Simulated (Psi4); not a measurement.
Br, doublet. Base run: M06-2X/cc-pVDZ (Psi4).

Geometry (Å):
```xyz
1

Br     0.0000     0.0000     0.0000
```
Charge 0, spin multiplicity 2.
Orbitals are unrestricted.
All else is at Psi4's defaults (density fitting; Cartesian or spherical functions as each basis is defined).

Variants of this job, named by their change:

| change | basis functions | E (Eh) |
|---|---|---|
| base | 27 | -2573.76809 |
| basis = STO-3G | 18 | -2545.98142 |
| basis = pcseg-1 | 27 | ___ |
| basis = def2-SVP | 32 | -2573.84324 |
| basis = def2-SV(P) | 32 | -2573.84324 |
| basis = 6-31G* | 35 | -2573.48284 |
| basis = 6-31G** | 35 | -2573.48284 |
| basis = def2-SVPD | 41 | -2573.84672 |
| basis = pcseg-2 | ___ | ___ |
| basis = 6-311G** | 44 | -2574.12760 |
| basis = def2-TZVPP | ___ | ___ |
| basis = aug-cc-pVTZ | ___ | ___ |
| basis = def2-QZVP | 75 | -2574.21180 |

Question: What belongs in the gaps?

Answer: 
- basis = pcseg-1, E (Eh): -2573.85990
- basis = pcseg-2, basis functions: 43
- basis = pcseg-2, E (Eh): -2574.21353
- basis = def2-TZVPP, basis functions: 48
- basis = def2-TZVPP, E (Eh): -2574.15068
- basis = aug-cc-pVTZ, basis functions: 59
- basis = aug-cc-pVTZ, E (Eh): -2574.19990

Totals compare only among sets that treat the same electrons; sets with core potentials leave the core out.

Open shells are given as the SCF converged; they aren't shown to be the lowest states, and a large step between rows can be another state.
